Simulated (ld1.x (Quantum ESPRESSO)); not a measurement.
**Configuration tests for zinc (Zn) (ultrasoft)**

zinc, ultrasoft, made with ld1.x (Quantum ESPRESSO) 7.5 (LDA (PZ), scalar-relativistic). Core [Ar], reference 3d10 4s1.75 4p0.25. Waves: 4s (bound): rcut 1.55, rcutus 1.85 bohr; 4s channel at 0.85 Ry: rcut 1.55, rcutus 1.85 bohr; 4p (bound): rcut 2.25, rcutus 3.00 bohr; 4p channel at 1.1 Ry: rcut 2.25, rcutus 3.00 bohr; 3d (bound): rcut 0.70, rcutus 0.90 bohr; 3d channel at 0.75 Ry: rcut 0.70, rcutus 0.90 bohr. Local part: all-electron potential smoothed inside 0.80 bohr (lloc = -1). Core correction: none. Augmentation charge: built from norm-conserving waves at rcut, not smoothed further.

Energies are relative to the spin-unpolarised reference configuration 3d10 4s1.75 4p0.25; without spin polarisation the order of configurations can differ from experiment. Spin-polarised rows fill each open shell by Hund’s rule, majority spin first.

Task: Give the all-electron excitation energy and the error of the potential for: 3d10 4s2 4p0; 3d10 4s1 4p0; 3d10 4s0 4p0; 3d10 4s1 4p1; 3d10 4s0 4p1; 3d9 4s2 4p1; 3d10 4s1.5 4p0; 3d10 4s1.75 4p0.25 (spin-polarised); 3d10 4s1 4p0 (spin-polarised).

Result:

```
              valence configuration  charge  ΔE all-electron (eV)  error AE − PS (meV)
                       3d10 4s2 4p0       0                -1.258                 +0.3
                       3d10 4s1 4p0      +1                 8.932                 -3.3
                       3d10 4s0 4p0      +2                27.701                  -13
                       3d10 4s1 4p1       0                 3.926                 -0.4
                       3d10 4s0 4p1      +1                15.356                 -2.9
                        3d9 4s2 4p1       0                11.098                 -170
                     3d10 4s1.5 4p0    +0.5                 2.820                 -0.8
3d10 4s1.75 4p0.25 (spin-polarised)       0                -0.034                 +0.6
      3d10 4s1 4p0 (spin-polarised)      +1                 8.684                 +4.9
```

Note: ghost states, extra bound levels that the all-electron valence spectrum of the same l lacks: s at -87974.9 eV, p at -159.4 eV. A true bound ghost makes a file unfit for plane-wave use.
